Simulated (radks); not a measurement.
Task: Sn I, configuration [Kr] 4d9 5s1 5p4 (not the ground configuration). Method: scalar-relativistic Kohn-Sham, LDA (Slater exchange, Perdew-Wang correlation), spin-polarised, spherical densities, finite nucleus; open shells are filled with parallel spins first (spin-orbit coupling, left out, can overturn this in heavy ions); Fermi nuclear charge, rms radius 4.6519 fm; computed with a radial shooting solver on a logarithmic mesh with Libxc functionals. Some entries of the table are withheld. Estimate them.

orbital,occ.,eigenvalue (hartree),r(max) (bohr),<1/r> (bohr^-1)
1s up,1,-1065.262,0.01880,53.03
1s down,1,-1065.258,0.01880,53.03
2s up,1,-161.1499,0.1062,12.10
2s down,1,-161.1383,0.1062,12.10
2p up,3,-144.7937,0.08496,11.64
2p down,3,-144.7834,0.08496,11.64
3s up,1,-31.34758,0.3079,4.295
3s down,1,-31.33760,0.3079,4.295
3p up,3,-26.00208,0.3011,4.092
3p down,3,-25.99140,0.3012,4.092
3d up,5,-17.74800,0.2507,3.864
3d down,5,-17.73531,0.2508,3.864
4s up,1,-5.22644,0.7438,1.707
4s down,1,-5.18736,0.7436,1.708
4p up,3,-3.59670,0.7855,1.553
4p down,3,-3.55629,0.7853,1.555
4d up,5,-1.22699,(1),1.247
4d down,4,-1.18073,(2),1.253
5s up,1,-0.52336,1.923,0.5823
5s down,0,-0.45000,1.918,0.5773
5p up,3,-0.22552,2.325,0.4558
5p down,1,-0.16348,2.376,0.4319

Result: 
(1) 4d up r(max) (bohr): 0.8783
(2) 4d down r(max) (bohr): 0.8772
